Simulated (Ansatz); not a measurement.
**Ligand exchange: C2H8SiTe + C3H9NSi → CH8Si2Te + C4H9N**

Gas-phase species: C2H8SiTe `C[SiH2][Te]C`, singlet; C3H9NSi `C=CN(C)[SiH3]`, singlet; CH8Si2Te `C[SiH2][Te][SiH3]`, singlet; C4H9N `C=CN(C)C`, singlet. The partners trade CH3 for SiH3: Te–CH3 and N–SiH3 bonds give way to Te–SiH3 and N–CH3.

Shapes, held fixed at every level: PBE0-D4/def2-TZVP. Flexible molecules stand in one conformer, not always the lowest. Programs: Ansatz 0.2.0. The zero-point and thermal change to 298 K, harmonic and unscaled (PBE0-D4/def2-TZVP), is +3.3 kJ/mol.

(1) Estimate ΔH(298 K) of this reaction.

## Answers

(1) The highest level, CCSD(T)/def2-TZVPP, gives ΔH(298 K) = +14.6 kJ/mol; the levels span -7.0 to +14.6. They disagree on the sign: 5 of 8 are positive. The column of differences is taken from that level and isn't an error. No measured value is set beside it here. For atoms past krypton def2 sets carry core potentials with scalar relativity. Outer-core shells of Te are correlated, in sets that cover them unevenly.

| level | kind | ΔH(298 K) (kJ/mol) | less CCSD(T)/def2-TZVPP |
| --- | --- | --- | --- |
| SPW92/def2-TZVPP | LDA | -5.9 | -20.5 |
| PBE-D4/def2-TZVPP | GGA | +0.2 | -14.4 |
| r2SCAN-D4/def2-TZVPP | meta-GGA | +5.8 | -8.8 |
| B3LYP-D4/def2-TZVPP | global hybrid | +11.8 | -2.8 |
| wB97M-V/def2-TZVPP | range-separated hybrid | +10.7 | -3.9 |
| CCSD(T)/def2-SVP | coupled cluster or CI | -7.0 | -21.6 |
| CCSD/def2-SVP | coupled cluster or CI | -6.8 | -21.4 |
| CCSD(T)/def2-TZVPP | coupled cluster or CI | +14.6 | 0.0 |
